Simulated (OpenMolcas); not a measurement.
## S I: the spin-orbit constant, thermal populations, Slater's ratio, worked from levels

```
Program             : OpenMolcas
Basis               : ANO-L-VTZP [5s4p2d1f]
Scalar Hamiltonian  : non-relativistic, point nucleus
Active space        : 4 electrons in 3 orbitals (3p)
State averaging     : 2S+1 = 3 even, 3 roots; 2S+1 = 1 even, 6 roots
Spin-orbit coupling : state interaction with AMFI integrals over the reference wave functions, term energies averaged over their components
```

Methods: CASSCF; SS-CASPT2, IPEA 0.25 Eh, imaginary shift 0.1 Eh (closed shells correlated: 2s 2p 3s). Measured levels: NIST Handbook of Basic Atomic Spectroscopic Data.

**The spin-orbit constant.** For the Hund term 3P of p4, E(J) = (A/2) J(J+1) + constant and ζ = -2S·A = -2A. From J = 0 to J = 2 the energy changes by 3 A.

| Source | E(2) - E(0) | A | ζ |
| --- | --- | --- | --- |
| CASSCF | -537.5 | -179.2 | 358 |
| SS-CASPT2 | -536.6 | -178.9 | 358 |
| measured | -573.6 | -191.2 | 382 |

All in cm-1. SS-CASPT2 is off by -6.5 % and CASSCF by -6.3 %. Both methods take the spin-orbit matrix elements from the reference wave functions, so the second can move ζ only through the term energies and any multistate remixing. Second-order mixing with other terms is absorbed into this ζ.

**Thermal populations.** Z = Σ (2J + 1) exp(-E/kT) with k = 0.695035 cm-1/K, over the levels below. No other level of either list lies under 52600 cm-1, which is above 7 kT at each temperature.

```tsv
Level	2J + 1	SS-CASPT2	measured
3s2 3p4 3P2	5	0.0	0.0
3s2 3p4 3P1	3	367	396
3s2 3p4 3P0	1	537	574
3s2 3p4 1D2	5	9670	9239
3s2 3p4 1S0	1	23740	22180
```

| T (K) | Z, SS-CASPT2 | Z, measured levels | Ground level (%), SS-CASPT2 | Ground level (%), measured levels |
| --- | --- | --- | --- | --- |
| 3000 | 8.337 | 8.300 | 60.0 | 60.2 |
| 5000 | 8.867 | 8.877 | 56.4 | 56.3 |
| 8000 | 9.609 | 9.663 | 52.0 | 51.7 |

At 8000 K, kT = 5560 cm-1, and the computed levels give Z = 5.000 + 2.808 + 0.908 + 0.878 + 0.014 = 9.609.

**Slater's ratio.** With one set of orbitals, p4 has 1D - 3P = 6 F2 and 1S - 1D = 9 F2 (F2 = F²/25), a ratio of 3/2. Term energies are centres of gravity, weighted by 2J + 1.

```tsv
Source	1D - 3P	1S - 3P	F2 from the first	Ratio
CASSCF	11569	28757	1928	1.486
SS-CASPT2	9489	23561	1582	1.483
measured	9043	21984	1507	1.431
```

Energies in cm-1. A ratio away from 3/2 shows effects beyond one configuration with one set of orbitals, and in heavier atoms second-order spin-orbit shifts.

CASPT2 breaks the degeneracy within a term, and the mean is taken; among the terms shown or strongly mixed into the levels shown the widest spread is 190 cm-1 (3s2 3p4 1D, SS-CASPT2). With the s shell closed, the reference lacks s² → p² mixing. Without dynamic correlation excited terms often stand tens of per cent too high (terms of higher spin than the ground term too low), and those without a measured partner can miss by more than the paired ones (holds for CASSCF). Measured partners are found by configuration, term and J. A level has none where our copy of the source lacks it or the pairing is in doubt (some pairs that miss far off the trend of their configuration count as doubtful), and it then counts in no deviation. Levels of configurations outside the active space are missing.
